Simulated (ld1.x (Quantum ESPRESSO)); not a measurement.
# What one change does to a pseudopotential (In (Z = 49), PAW)

ld1.x (Quantum ESPRESSO) 7.5 input, shortened:

```
&input
   title='In', zed=49., rel=1, dft='PZ', iswitch=3,
   config='[Kr] 4d10 5s2 5p1'
 /
 &inputp
   pseudotype=3, lpaw=.true., tm=.true., lloc=-1, rcloc=2.85,
   nlcc=.false.,
   which_augfun='PSQ', rmatch_augfun_nc=.true.
 /
4
5S  1  0   2.00   0.00  2.00  2.55  0.0
5S  1  0   0.00   0.45  2.00  2.55  0.0
5P  2  1   1.00   0.00  2.40  2.85  0.0
5P  2  1   0.00   3.35  2.40  2.85  0.0
 &test
   configts(1)='5s2 5p1'
 /
```

Change: core correction a·sin(br)/r model core inside 2.16 bohr.

Cutoffs: the cutoffs (Ry, on a coarse ladder) from which the occupation-weighted sum of valence levels, in a spherical-Bessel basis at the reference potential, stays within 10 and 1 mRy of its value at 400 Ry; they do not see the model core or the augmentation charge, which bear on the density cutoff. Errors are all-electron minus pseudo energies relative to the spin-unpolarised reference configuration.

Problem. Predict the effect on cutoff, ghosts and configuration errors.

Solution. Both files are so soft that the ladder of cutoffs tells neither apart; of the 9 tests that both files solve, the error grows in 3 and shrinks in 0 by more than 15 % and 0.3 meV (median size 19.4 → 19.7 meV); neither file shows a bound ghost. The default core radius of the base comes out at 1.93 bohr. A wider model core is smoother and lowers the density cutoff, which this test does not measure.

| quantity | base | changed |
| --- | --- | --- |
| cutoff, loose | 6 Ry | 6 Ry |
| cutoff, tight | 6 Ry | 6 Ry |
| bound ghosts | none | none |
| error for 5s2 5p0, meV [ΔE 5.59 eV] | -8.8 | -17 |
| error for 5s1 5p0, meV [ΔE 25.26 eV] | -220 | -241 |
| error for 5s2 5p0.5, meV [ΔE 2.05 eV] | -1.2 | -2.8 |
| error for 5s0 5p3, meV [ΔE 12.16 eV] | -76 | -76 |
| error for 5s1 5p1, meV [ΔE 12.29 eV] | -64 | -67 |
| error for 5s1 5p2, meV [ΔE 5.94 eV] | -19 | -20 |
| error for 5s2 5p1.3, meV [ΔE -0.58 eV] | +0.3 | -0.1 |
| error for 5s2 5p1 (spin-polarised), meV [ΔE -0.12 eV] | -0.4 | -1.3 |
| error for 5s1 5p0 (spin-polarised), meV [ΔE 25.03 eV] | -237 | -256 |
| s: phases at 3.09 bohr within 0.05 rad from the reference energy up to (Ry; the scan ends near 5) | 2.4 | 2.4 |
| p: phases at 3.09 bohr within 0.05 rad from the reference energy up to (Ry; the scan ends near 5) | to the end of the scan | to the end of the scan |
| lowest overlap eigenvalue by channel | s 0.36, p 0.71 | s 0.36, p 0.71 |
